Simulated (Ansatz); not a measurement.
Basis-set extrapolation for CH$_{7}$FSi$_{3}$, SMILES `FC1[SiH2][SiH2][SiH2]1` (PBE0-D4/def2-TZVP geometry, frozen core, the Gaussian-basis code of Ansatz). Multiplicity 1, RHF reference.

```json
{"": "HF", "def2-TZVPP": "-1008.227334", "def2-QZVPP": "-1008.259653"}
{"": "MP2 correlation", "def2-TZVPP": "-0.781723", "def2-QZVPP": "-0.844389"}
{"": "CCSD(T) correlation", "def2-TZVPP": "-0.877551", "def2-QZVPP": "not run"}
```

Energies in hartree. Use E(X) = E(∞) + A·exp(−7.88·√X) for Hartree–Fock and E(X) = E(∞) + B·X^(−2.97) for correlation, with X = 3 and 4, and add CCSD(T) minus MP2 of the smaller set to the MP2 limit.

Question: What is the CCSD(T) energy at the basis-set limit?

Answer: HF limit: -1008.259653 + (-0.032319) × 0.13774 = -1008.26410. MP2 limit: -0.844389 + (-0.062666) × 0.74074 = -0.89081. Higher-order term: -0.877551 − (-0.781723) = -0.09583. Total: -1009.25074 hartree, 382.9 kJ/mol below CCSD(T)/def2-TZVPP.
